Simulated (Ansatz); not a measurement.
`[Cl][Ge]([Cl])([Cl])[I]`, charge 0, multiplicity 1.

Give a relaxed structure at PBE0-D4/def2-TZVP (Ansatz). (Best estimate.)

Ansatz gave: 
```xyz
5

Cl    0.447    0.757    1.953
Ge   -0.038    0.021    0.020
Cl   -1.648   -1.352    0.211
Cl   -0.689    1.654   -1.173
I     1.927   -1.080   -1.010
```
Point group C3v.
